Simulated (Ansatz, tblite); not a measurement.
Removing and adding an electron: Si₁₃H₂₀, a cluster cut from cubic silicon. The state is a singlet with charge 0. Geometry: PBE-D4/def2-SVP. Ansatz, gas phase; energy differences of separate SCF runs; the oxidised species was run as a doublet alone; the reduced species was run as a doublet alone.

```xyz
33

Si    1.863   -2.857   -0.723
Si    0.531    3.730    0.755
Si    1.474   -0.297    2.050
Si    1.129    0.754   -1.702
Si   -1.570   -1.950   -2.193
Si   -1.976    0.745    0.528
Si   -1.269   -2.865    1.528
Si    1.448    3.051   -1.308
Si    2.256   -0.606   -0.148
Si   -0.447   -3.311   -0.635
Si   -1.714    3.043    0.962
Si   -0.858   -0.614    2.089
Si   -1.179    0.301   -1.640
H     2.593   -3.763    0.237
H     2.378   -3.127   -2.115
H     0.594    5.236    0.848
H     1.346    3.164    1.888
H     2.113   -1.341    2.935
H     1.854    1.060    2.583
H     1.655    0.414   -3.079
H    -1.062   -2.235   -3.585
H    -3.050   -2.240   -2.157
H    -3.447    0.398    0.587
H    -0.589   -3.772    2.524
H    -2.752   -3.140    1.571
H     2.917    3.398   -1.358
H     0.746    3.819   -2.402
H     3.738   -0.314   -0.213
H    -0.684   -4.766   -0.969
H    -2.233    3.385    2.338
H    -2.529    3.809   -0.052
H    -1.393   -0.327    3.473
H    -1.882    1.219   -2.615
```

The xTB rows come from tblite. Single mean-field runs in def2-TZVP are fitted with def2-universal-jkfit. HOMO above LUMO, or a gap near zero within one spin, warns that the state may not be the lowest or that an electron is smeared out.

(1) Estimate orbital energies and vertical ionisation energies and electron affinities at: GFN1-xTB; GFN2-xTB; PBE-D4/def2-TZVP; PBE0-D4/def2-TZVP; r2SCAN0-D4/def2-TZVP.

## Answers

(1) 
| level | −HOMO (eV) | vertical IE (eV) | −LUMO (eV) | vertical EA (eV) | HOMO–LUMO gap (eV) | IE − EA (eV) | remarks |
| --- | --- | --- | --- | --- | --- | --- | --- |
| GFN1-xTB | 11.22 | 12.61 | 8.32 | 6.73 | 2.90 | 5.88 | – |
| GFN2-xTB | 8.98 | 10.55 | 5.93 | 4.27 | 3.05 | 6.28 | – |
| PBE-D4/def2-TZVP | 6.41 | 8.16 | 2.01 | 0.52 | 4.40 | 7.63 | HOMO above zero (-1 doublet), gap within one spin near zero (-1 doublet) |
| PBE0-D4/def2-TZVP | 7.38 | 8.60 | 1.30 | 0.33 | 6.08 | 8.27 | HOMO above zero (-1 doublet) |
| r2SCAN0-D4/def2-TZVP | 7.52 | 8.67 | 1.24 | 0.25 | 6.27 | 8.42 | HOMO above zero (-1 doublet) |

   A HOMO above zero means that the electron is unbound at that level or that self-interaction error raises the level; the energy of removing that electron tells which. Raw xTB energy differences between charge states are shifted by several eV; the methods need an empirical correction for them. Sets without diffuse functions give affinities that are too small.
